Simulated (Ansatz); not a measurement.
`OC/C(O)=N\[SiH3]` and `O/C(F)=N/[SiH3]` differ in one atom or group.

Ansatz, PBE0-D4/def2-TZVP geometries, multiplicity 1. Each molecule was computed in one conformer, which needn't be the lowest.

| property | `OC/C(O)=N\[SiH3]` |
| --- | --- |
| LUMO energy (PBE0/def2-TZVPP) / eV | -0.27 |
| size of the dipole moment (ωB97M-V/def2-TZVPP) / D | 1.85 |
| HOMO–LUMO gap (ωB97M-V/def2-TZVPP) / eV | 11.50 |
| HOMO energy (B3LYP/def2-TZVPP) / eV | -7.17 |
| HOMO energy (PBE/def2-TZVPP) / eV | -6.00 |
| HOMO–LUMO gap (B3LYP/def2-TZVPP) / eV | 6.65 |

**Question.** Give the same properties after the change, and the shifts. (An estimate is asked.)

**Answer.** Ansatz gave: 
| property | `O/C(F)=N/[SiH3]` | shift |
| --- | --- | --- |
| LUMO energy (PBE0/def2-TZVPP) / eV | 0.19 | 0.46 |
| size of the dipole moment (ωB97M-V/def2-TZVPP) / D | 1.28 | -0.57 |
| HOMO–LUMO gap (ωB97M-V/def2-TZVPP) / eV | 12.49 | 0.99 |
| HOMO energy (B3LYP/def2-TZVPP) / eV | -8.00 | -0.83 |
| HOMO energy (PBE/def2-TZVPP) / eV | -6.75 | -0.75 |
| HOMO–LUMO gap (B3LYP/def2-TZVPP) / eV | 7.92 | 1.27 |

With PBE0 the HOMO falls by 0.86 eV and the LUMO rises by 0.46 eV, so the gap widens by about 1.32 eV. PBE moves the HOMO by -0.75 eV and ωB97M-V by -0.88 eV. Dipoles are sizes alone; their direction can turn.

B3LYP here is the variant with VWN-RPA as its local correlation; programs differ in this.
